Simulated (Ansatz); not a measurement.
Born–Oppenheimer molecular dynamics of GaH3N (5 atoms, charge 0, multiplicity 2). It starts at the highest image of a converged band. Of that band: The profile has 2 maxima (images 4, 6) with wells between them (image 5): this band takes more than one step, which may be the mechanism or a detour left from its start path. Neighbouring images differ by up to 2.2 eV, so the band resolves the path poorly. A vibrational analysis at the climbing image gives one clearly imaginary mode, 1236i cm⁻¹: a first-order saddle point.

Method: UKS PBE-D4/def2-SVP (Ansatz).

```
ensemble                      : NVE (velocity Verlet)
time step                     : 0.5 fs
steps asked                   : 200
starting velocities drawn for : 100 K
seed                          : 4631
```

Frames 2.5 fs apart, positions in Å, forces in eV/Å.

Velocities at 25.0 fs (Å/ps):

```
N 20.96 -4.26 5.04
Ga -3.22 2.99 0.00
H -13.41 -9.69 -33.72
H 27.52 -35.83 -17.84
H -82.88 -102.04 -18.26
```

```xyz
5
Properties=species:S:1:pos:R:3:forces:R:3 time_fs=25.0 energy_less_start_eV=-1.499 T=3964
N 0.520 -0.957 0.149 3.48 -0.13 -0.39
Ga -0.562 0.583 -0.229 0.01 -0.17 -0.17
H 0.118 -1.405 1.001 0.83 0.10 -0.12
H -1.240 0.787 -1.763 0.38 -0.09 0.32
H 1.751 -1.034 0.119 -4.70 0.29 0.36
5
Properties=species:S:1:pos:R:3:forces:R:3 time_fs=27.5 energy_less_start_eV=-1.774 T=4650
N 0.577 -0.967 0.161 -5.96 2.81 -0.26
Ga -0.570 0.591 -0.230 0.73 -1.01 -0.16
H 0.102 -1.433 0.923 -0.03 -0.41 0.71
H -1.161 0.696 -1.798 0.27 0.03 0.31
H 1.453 -1.278 0.082 4.99 -1.42 -0.61
5
Properties=species:S:1:pos:R:3:forces:R:3 time_fs=30.0 energy_less_start_eV=-1.762 T=4605
N 0.613 -0.966 0.171 -1.99 1.06 0.09
Ga -0.578 0.597 -0.230 1.21 -1.48 -0.09
H 0.088 -1.480 0.883 -0.25 0.07 0.58
H -1.065 0.607 -1.815 0.12 0.15 0.17
H 1.373 -1.612 0.006 0.92 0.20 -0.75
5
Properties=species:S:1:pos:R:3:forces:R:3 time_fs=32.5 energy_less_start_eV=-0.767 T=2082
N 0.637 -0.959 0.182 0.68 -3.41 -0.31
Ga -0.584 0.602 -0.230 1.40 -1.66 -0.04
H 0.064 -1.522 0.874 0.48 0.74 -0.17
H -0.963 0.527 -1.822 -0.03 0.24 -0.01
H 1.406 -1.946 -0.112 -2.52 4.09 0.52
5
Properties=species:S:1:pos:R:3:forces:R:3 time_fs=35.0 energy_less_start_eV=-0.496 T=1384
N 0.662 -0.965 0.192 0.13 -3.46 -0.69
Ga -0.589 0.606 -0.230 1.59 -1.90 -0.06
H 0.064 -1.523 0.860 0.45 0.67 0.06
H -0.863 0.461 -1.830 -0.13 0.33 -0.10
H 1.300 -2.049 -0.203 -2.04 4.37 0.80
5
Properties=species:S:1:pos:R:3:forces:R:3 time_fs=37.5 energy_less_start_eV=-1.331 T=3509
N 0.688 -0.985 0.199 -1.00 -0.49 -0.57
Ga -0.593 0.608 -0.231 1.80 -2.34 -0.28
H 0.087 -1.488 0.854 -0.21 0.13 1.17
H -0.770 0.415 -1.843 -0.21 0.51 -0.08
H 1.077 -1.898 -0.250 -0.38 2.19 -0.24
5
Properties=species:S:1:pos:R:3:forces:R:3 time_fs=40.0 energy_less_start_eV=-1.058 T=2852
N 0.709 -1.003 0.207 -3.04 8.05 6.13
Ga -0.595 0.608 -0.231 1.71 -2.38 -0.48
H 0.104 -1.442 0.911 0.32 -0.06 0.86
H -0.690 0.400 -1.861 -0.25 0.64 -0.02
H 0.843 -1.682 -0.359 1.26 -6.25 -6.48
5
Properties=species:S:1:pos:R:3:forces:R:3 time_fs=42.5 energy_less_start_eV=-1.444 T=3812
N 0.718 -0.997 0.232 -1.70 -0.19 -2.26
Ga -0.596 0.606 -0.232 1.50 -1.97 -0.39
H 0.139 -1.401 1.013 0.68 -0.41 -0.57
H -0.625 0.421 -1.879 -0.23 0.55 0.09
H 0.663 -1.696 -0.713 -0.25 2.02 3.14
5
Properties=species:S:1:pos:R:3:forces:R:3 time_fs=45.0 energy_less_start_eV=-0.592 T=1632
N 0.720 -0.989 0.250 -1.92 0.10 -3.62
Ga -0.595 0.603 -0.234 1.39 -1.71 -0.24
H 0.211 -1.383 1.087 0.28 -0.62 -0.93
H -0.573 0.475 -1.893 -0.18 0.44 0.16
H 0.475 -1.633 -0.931 0.43 1.79 4.62
5
Properties=species:S:1:pos:R:3:forces:R:3 time_fs=47.5 energy_less_start_eV=-0.981 T=2633
N 0.713 -0.980 0.253 -2.17 0.83 -4.08
Ga -0.593 0.597 -0.235 1.28 -1.39 0.05
H 0.300 -1.402 1.109 -0.15 -0.65 -0.62
H -0.531 0.555 -1.897 -0.11 0.29 0.19
H 0.314 -1.464 -0.878 1.16 0.92 4.47
5
Properties=species:S:1:pos:R:3:forces:R:3 time_fs=50.0 energy_less_start_eV=-1.654 T=4317
N 0.697 -0.967 0.239 -0.24 2.83 1.30
Ga -0.590 0.591 -0.237 1.04 -0.59 0.48
H 0.382 -1.457 1.093 -0.13 -0.17 -0.40
H -0.497 0.652 -1.890 -0.06 0.09 0.20
H 0.215 -1.250 -0.580 -0.61 -2.16 -1.58
5
Properties=species:S:1:pos:R:3:forces:R:3 time_fs=52.5 energy_less_start_eV=-1.225 T=3231
N 0.684 -0.941 0.233 2.46 2.87 3.29
Ga -0.586 0.584 -0.238 0.69 0.36 0.78
H 0.457 -1.523 1.056 -0.01 0.24 0.15
H -0.466 0.755 -1.871 0.00 -0.05 0.12
H 0.033 -1.168 -0.401 -3.14 -3.42 -4.34
```

Of the whole run (100 fs, mean temperature of the second half 3138 K): The conserved energy stayed within 4 meV per atom of its start (net change 0.15 meV per atom), so there is no drift, though single steps change it by up to 21 meV in the whole system, a sign of fast motions only just resolved. The system heated up, since it started high on the potential surface and ran downhill. A run of 0.1 ps of so small a system gives no equilibrium averages.

The run took 5.5 min on 1 thread of Arm Neoverse V2 (shared host), peak memory 0.12 GiB.
